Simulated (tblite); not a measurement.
C7H7N.
SMILES: `N#C[C@]12C[C@@H]3[C@H](C1)[C@@H]32`

All values are computed: GFN2-xTB (tblite) harmonic vibrations without scaling, gas phase. The method is semi-empirical: single wavenumbers can be off by several per cent or more.

Harmonic wavenumbers (cm⁻¹): 147.4, 153.1, 413.7, 414.9, 517.2, 530.8, 566.6, 713.8, 802.9, 847.8, 869.9, 936.2, 950.0, 955.9, 964.3, 1001.9, 1022.6, 1043.2, 1050.2, 1067.7, 1096.0, 1105.3, 1139.7, 1158.7, 1216.3, 1219.8, 1254.4, 1320.2, 1393.7, 1473.0, 1490.5, 2388.2, 2980.1, 2985.5, 3015.4, 3017.0, 3106.0, 3113.7, 3149.1.

A = 4891, B = 1826, C = 1669 MHz; mass 105.058 u (most abundant isotopes); point group Cs, symmetry number 1.

Problem. What is the zero-point energy?

Solution. Half the sum of the wavenumbers: 26296 cm⁻¹ = 314.57 kJ/mol.

Problem. Give the ideal-gas entropy at 400 K and 1 bar in the rigid-rotor, harmonic-oscillator model (classical rotation).

Solution. Translation 173.01, rotation 118.59, vibration 73.82: S = 365.4 J/(mol K).

Problem. And Cp and H(400 K) − H(0)?

Solution. Cp = 148.60 J/(mol K), of which vibrations give 115.34 (their classical limit is 39 R = 324.3); H(400 K) − H(0) = 31.71 kJ/mol without the zero-point energy, 18.41 from vibrations.

Problem. How do the functions run with temperature in this model?

Solution. 
```tsv
T (K)	S (J/(mol K))	Cp (J/(mol K))	H − H(0) (kJ/mol)	G − H(0) (kJ/mol)	ln q(vib)
100	252.6	46.9	3.83	-21.43	0.25
200	292.1	72.4	9.67	-48.75	1.02
300	328.4	110.1	18.74	-79.78	2.06
500	402.2	181.0	48.25	-152.85	4.80
800	502.6	244.3	113.05	-289.00	9.60
1000	560.0	270.2	164.65	-395.38	12.82
```

q(vib) and H(0) count from the zero-point level.

Problem. What must be added to the electronic energy to get the Gibbs energy at 400 K and 1 bar?

Solution. ZPE + [H(400 K) − H(0)] − T·S = 314.57 + 31.71 − 146.17 = 200.11 kJ/mol.

Problem. Which modes carry the vibrational entropy at 400 K?

Solution. 147.4 cm⁻¹: 13.69; 153.1 cm⁻¹: 13.38; 413.7 cm⁻¹: 5.74; 414.9 cm⁻¹: 5.72; 517.2 cm⁻¹: 4.26; 530.8 cm⁻¹: 4.10 J/(mol K); the other 33 give 26.95 together.

Problem. Blend soft modes into free rotors: weight 1/[1 + (100 cm⁻¹/ν̃)⁴] for the oscillator and the rest for a rotor with moment μB/(μ + B), μ = h/(8π²ν), B = 10⁻⁴⁴ kg m². What vibrational entropy results?

Solution. 73.17 J/(mol K) in place of 73.82, which changes −T·S at 400 K by +0.26 kJ/mol.

Hindered rotation and anharmonicity are outside this model.
